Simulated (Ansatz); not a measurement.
Relaxation of a periodic cell of 17 atoms, CuSi16 (host Si, host structure diamond, interstitial Cu), cell charge +1, to a largest force component of 0.03 eV/Å in at most 60 steps.

Computed with DFT PBE, scalar-relativistic, plane waves, PAW in Ansatz 0.2.0. Settings: PAW set soft_1, cutoff 420 eV, k mesh 2x2x2, gaussian smearing 0.05 eV, no spin polarisation.

```xyz
17
Lattice="0.0000 5.4300 5.4300 5.4300 0.0000 5.4300 5.4300 5.4300 0.0000" Properties=species:S:1:pos:R:3
Si 0.000 0.000 0.000
Si 1.357 1.357 1.357
Si 2.715 2.715 0.000
Si 4.072 4.072 1.357
Si 2.715 0.000 2.715
Si 4.072 1.357 4.072
Si 5.430 2.715 2.715
Si 6.787 4.072 4.072
Si 0.000 2.715 2.715
Si 1.357 4.072 4.072
Si 2.715 5.430 2.715
Si 4.072 6.787 4.072
Si 2.715 2.715 5.430
Si 4.072 4.072 6.787
Si 5.430 5.430 5.430
Si 6.787 6.787 6.787
Cu 8.180 8.118 2.804
```

Q: Where does it end, and by what steps?

A: It converged. Limits of this set-up: coarse k mesh, charged cell in a uniform background, uncorrected. After 8 steps the energy has fallen by 0.157 eV; Si6 moved furthest, 0.24 Å.

```json
{"step": "0", "energy less start (eV)": "0.0000", "largest force component (eV/Å)": "0.782", "accepted": "yes"}
{"step": "1", "energy less start (eV)": "-0.1093", "largest force component (eV/Å)": "0.274", "accepted": "yes"}
{"step": "2", "energy less start (eV)": "-0.1251", "largest force component (eV/Å)": "0.075", "accepted": "yes"}
{"step": "3", "energy less start (eV)": "-0.1263", "largest force component (eV/Å)": "0.274", "accepted": "yes"}
{"step": "4", "energy less start (eV)": "-0.1411", "largest force component (eV/Å)": "0.113", "accepted": "yes"}
{"step": "5", "energy less start (eV)": "-0.1483", "largest force component (eV/Å)": "0.129", "accepted": "yes"}
{"step": "6", "energy less start (eV)": "-0.1541", "largest force component (eV/Å)": "0.049", "accepted": "yes"}
{"step": "7", "energy less start (eV)": "-0.1564", "largest force component (eV/Å)": "0.039", "accepted": "yes"}
{"step": "8", "energy less start (eV)": "-0.1569", "largest force component (eV/Å)": "0.010", "accepted": "yes"}
```

```xyz
17
Lattice="0.0000 5.4300 5.4300 5.4300 0.0000 5.4300 5.4300 5.4300 0.0000" Properties=species:S:1:pos:R:3
Si 0.129 -0.124 0.132
Si 1.359 1.418 1.360
Si 2.670 2.761 -0.066
Si 4.016 4.073 1.357
Si 2.758 0.004 2.761
Si 4.212 1.218 4.215
Si 5.427 2.671 2.760
Si 6.727 4.133 4.042
Si -0.066 2.761 2.674
Si 1.354 4.075 4.019
Si 2.669 5.493 2.672
Si 4.025 6.833 4.027
Si 2.757 2.672 5.430
Si 4.039 4.131 6.732
Si 5.376 5.482 5.381
Si 6.728 6.818 6.731
Cu 8.300 7.999 2.876
```

The run took 28 s on 1 thread of Intel(R) Xeon(R) 6975P-C (Granite Rapids), on a shared host, peak memory 0.62 GiB.
